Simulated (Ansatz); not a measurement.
System: CH2BF2, net charge -1, singlet state. It need not be the lowest isomer of its formula. Whether it binds its extra electron was not tested at this geometry. 
Coordinates optimised at B3LYP-D3(BJ)/def2-TZVP (Ansatz, a program for electronic structure):
```xyz
6

B     -0.0582    -0.0109     0.0045
F      0.5852     1.1491     0.4342
F      0.8862    -0.8746    -0.5489
C     -1.4756    -0.2753     0.1150
H     -2.1704     0.4344     0.5564
H     -1.9275    -1.1990    -0.2371
```
Charge -1, spin multiplicity 1.

Basis-set convergence of Hartree-Fock and CCSD correlation energies (hartree) with Ansatz. Valence correlation only, unless marked. No spin-orbit coupling. Non-relativistic. This anion needs diffuse functions, which these sets lack.

| basis | functions | E(HF) | E(corr, CCSD) |
|---|---|---|---|
| cc-pVDZ | - | -262.70095 | -0.62229 |
| cc-pVTZ | 148 | -262.79878 | -0.79704 |
| cc-pVQZ | 280 | (withheld) | (withheld) |

Question: Some entries are withheld; supply them.

Answer: 
- cc-pVQZ, E(HF): -262.82225
- cc-pVQZ, E(corr, CCSD): -0.85758
